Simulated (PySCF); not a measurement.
H2Si, charge +1, doublet, geometry from GFN2-xTB (a state made from the parent by changing its charge; the spin is typed, not shown lowest), with bond 3-1 at 2.0 times its length. Base run: BLYP/def2-SVP (PySCF).

Geometry (Å):
```xyz
3

Si    -0.0015     0.0739     0.0043
H     -1.3358    -0.5464     0.0176
H      2.7137    -1.0494    -0.1606
```
Charge +1, spin multiplicity 2.
Orbitals are unrestricted.
All else is at PySCF's defaults.
Base energy -290.10756 Eh.

The base run was repeated with changes; each row names its change, and settings that it needs were set with it.

```tsv
change	ΔE vs base (mEh)	SCF cycles	<S^2>	outcome
base	0.000	12	0.771	converged
diis = off; damp = 0.3 (with mf.diis_start_cycle = 200; with mf.max_cycle = 150)	-	150	-	not converged
conv_tol = 1e-7	0.000	10	0.771	converged
init_guess = huckel	0.000	15	0.771	converged
diis = off; damp = 0.6 (with mf.diis_start_cycle = 200; with mf.max_cycle = 150)	0.000	29	0.771	converged
level_shift = 0.5 (with mf.max_cycle = 100)	0.000	42	0.771	converged
level_shift = 0.3 (with mf.max_cycle = 100)	0.000	30	0.771	converged
diis_space = 12	0.000	12	0.771	converged
diis_space = 4	0.000	14	0.771	converged
damp = 0.5; diis_start_cycle = 5	0.000	14	0.771	converged
solver = newton	0.000	-	0.771	converged
conv_tol = 1e-12	0.000	14	0.771	converged
diis_space = 2	0.000	27	0.771	converged
```

Open shells are given as the SCF converged; they aren't shown to be the lowest states, and a large step between rows can be another state.
